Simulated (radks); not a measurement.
The numbers below are computed, except where a source is named.
Isoelectronic series with 45 electrons, all held in the configuration [Kr] 4d8 5s1, which need not be the ground one along the series. Level of theory: scalar-relativistic Kohn-Sham, PBE, spin-polarised, spherical densities, finite nucleus; open shells are filled with parallel spins first (spin-orbit coupling, left out, can overturn this in heavy ions); Fermi nuclear charge, rms radius of each element as measured or else 0.836 A^(1/3) + 0.57 fm (a radial shooting solver on a logarithmic mesh with Libxc functionals). Total energies (hartree) and orbital eigenvalues (hartree) (* marks an orbital that is empty in some or all of the ions):

| ion | E (hartree) | 5s down* | 5s up | 4d down | 4d up | 4p down |
|---|---|---|---|---|---|---|
| Rh | -4784.06951 | -0.13018 | -0.17498 | -0.18432 | -0.23961 | -1.82160 |
| Cd3+ | -5591.66707 | -1.22164 | -1.28823 | -1.81492 | -1.88883 | -3.92037 |
| Sb6+ | -6470.88000 | -2.83202 | -2.91363 | -4.22463 | -4.31390 | -6.82346 |
| Xe9+ | -7422.49456 | -4.88962 | -4.98451 | -7.29473 | -7.39823 | -10.40352 |
| La12+ | -8447.6254 | -7.37321 | -7.48056 | -10.98636 | -11.10355 | -14.62346 |
| Nd15+ | -9547.5878 | -10.27525 | -10.39465 | -15.28158 | -15.41216 | -19.46880 |
| Eu18+ | -10723.8420 | -13.59431 | -13.72550 | -20.17083 | -20.31463 | -24.93397 |
| Dy21+ | -11978.1117 | -17.33248 | -17.47532 | -25.64875 | -25.80567 | -31.01789 |
| Tm24+ | -13312.2997 | -21.49424 | -21.64866 | -31.71241 | -31.88240 | -37.72214 |
